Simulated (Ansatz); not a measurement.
CF6OSi, SMILES `FC(F)(F)O[Si](F)(F)F`. Charge 0, multiplicity 1.

| atom | x (Å) | y (Å) | z (Å) |
| --- | --- | --- | --- |
| F1 | -0.340 | -1.676 | 1.482 |
| C2 | -0.525 | -1.223 | 0.249 |
| F3 | -1.671 | -0.533 | 0.231 |
| F4 | -0.651 | -2.259 | -0.563 |
| O5 | 0.514 | -0.463 | -0.138 |
| Si6 | 0.622 | 1.153 | -0.277 |
| F7 | -0.265 | 1.681 | -1.449 |
| F8 | 0.194 | 1.866 | 1.046 |
| F9 | 2.122 | 1.455 | -0.582 |

(1) List the harmonic frequencies (cm⁻¹, unscaled) at PBE0-D4/def2-TZVP in Ansatz. (Estimate.)

## Answers

(1) The calculation gave: 11, 43, 95, 230, 236, 305, 345, 353, 448, 454, 559, 633, 665, 778, 883, 1028, 1036, 1094, 1231, 1262, 1306.
